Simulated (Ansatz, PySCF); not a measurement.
Energy difference R1 + R2 → P1, each structure at its B3LYP-D3(BJ)/def2-TZVP stationary point, reached from a drawn start (curvature not checked).
R1: C2H4 (SMILES C=C), charge 0, multiplicity 1.
R2: SiH2 (SMILES [SiH2]), charge 0, multiplicity 1.
P1: C2H6Si (SMILES C1C[SiH2]1), charge 0, multiplicity 1.

P less R. No zero-point or thermal terms.

Frozen-core correlation throughout. CBS: X⁻³ extrapolation of the correlation energy, Hartree–Fock from the larger set.

Codes used: Ansatz (Gaussian basis) for Hartree–Fock, density functionals and correlated methods; PySCF for the D3/D4 terms. Each number belongs to the level named beside it.

The comparison value is -48.92 kcal/mol (CCSD(T)/CBS(cc-pV(T+d)Z, cc-pV(Q+d)Z)). It is a level with limits of its own, not the exact answer.

Question: Order these levels by how close they come to the comparison value for the reaction energy, closest first: HF/cc-pV(D+d)Z, PBE0-D3(BJ)/def2-TZVPP, r2SCAN-D3(BJ)/def2-TZVPP, BLYP-D4/def2-TZVPP, B97M-V/def2-TZVPP. Give each level's value less the comparison value.

Answer: B97M-V/def2-TZVPP (-0.79 kcal/mol), PBE0-D3(BJ)/def2-TZVPP (-6.29 kcal/mol), BLYP-D4/def2-TZVPP (6.51 kcal/mol), r2SCAN-D3(BJ)/def2-TZVPP (-7.31 kcal/mol), HF/cc-pV(D+d)Z (14.57 kcal/mol)

Ansatz is a first-principles code.
